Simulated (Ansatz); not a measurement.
Frontier orbitals of C$_{3}$H$_{5}$B, SMILES `BC1=CC1`.

Charge 0, multiplicity 1. All single points use the PBE0-D4/def2-TZVP geometry. Basis def2-TZVPP, Ansatz 0.2.0.

(1) Compute the vertical ionisation energy as the energy of the cation minus that of the neutral molecule, at each level. (Estimate.)

Answers

(1) The calculation gave: 
| level | IE (eV) | difference from CCSD(T)/CBS(def2) |
| --- | --- | --- |
| PBE-D4/def2-TZVPP | 9.95 | -0.53 |
| r2SCAN-D4/def2-TZVPP | 9.91 | -0.56 |
| PBE0-D4/def2-TZVPP | 10.08 | -0.40 |
| B3LYP-D4/def2-TZVPP | 10.12 | -0.35 |
| ωB97X-V/def2-TZVPP | 10.18 | -0.29 |
| ωB97M-V/def2-TZVPP | 10.15 | -0.32 |
| B2PLYP/def2-TZVPP | 10.20 | -0.27 |
| HF/def2-TZVPP | 9.04 | -1.43 |
| MP2/def2-TZVPP | 10.65 | 0.18 |
| CCSD/def2-TZVPP | 10.29 | -0.19 |
| CCSD(T)/def2-TZVPP | 10.38 | -0.10 |
| HF/def2-QZVPP | 9.03 | -1.44 |
| MP2/def2-QZVPP | 10.70 | 0.23 |
| HF/CBS(def2) | 9.03 | -1.44 |
| MP2/CBS(def2) | 10.74 | 0.27 |
| CCSD/CBS(def2) | 10.38 | -0.09 |
| CCSD(T)/CBS(def2) | 10.47 | 0.00 |

B3LYP here is the variant with VWN-RPA as its local correlation; programs differ in this.
